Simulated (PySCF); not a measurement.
## r2SCAN on In⁺ (indium, charge +1)

Configuration: [Kr] 4d9 5s2 6s1, high-spin 3D determinant (an excited configuration). Calculation: PySCF 2.14, in aug-cc-pwCVTZ-PP with ECP28MDF; a scalar-relativistic core potential.

```json
{
 "Total energy": "-189.0292 hartree",
 "One-electron energy": "-321.6213 hartree",
 "Hartree (Coulomb) energy": "148.6596 hartree",
 "Exchange-correlation energy": "-16.0676 hartree",
 "⟨S²⟩": "2.0016",
 "⟨L²⟩": "6.011",
 "Sum of ⟨r⟩": "27.84 bohr",
 "Sum of ⟨r²⟩": "68.20 bohr²",
 "Traceless quadrupole moment −½Σ⟨3z² − r²⟩ along its main axis": "0.0587 e·bohr²"
}
```

| shell | electrons | mean orbital energy (eV) | spread (eV) | rms radius, mean of both spins (bohr) |
| --- | --- | --- | --- | --- |
| 4s α | 1 | -144.37 | 0 | 0.904 |
| 4s β | 1 | -142.87 | 0 | 0.904 |
| 4p α | 3 | -100.62 | 1.992 | 0.984 |
| 4p β | 3 | -99.140 | 0.396 | 0.984 |
| 4d α | 5 | -36.867 | 2.340 | 1.23 |
| 4d β | 4 | -35.751 | 1.585 | 1.23 |
| 5s α | 1 | -20.600 | 0 | 2.43 |
| 5s β | 1 | -20.460 | 0 | 2.43 |
| 6s α | 1 | -6.142 | 0 | 5.94 |

Energies and moments cover only the electrons outside the core potential. The outer electron is Rydberg-like, and this basis confines it to a smaller radius and binds it less than a complete one would.
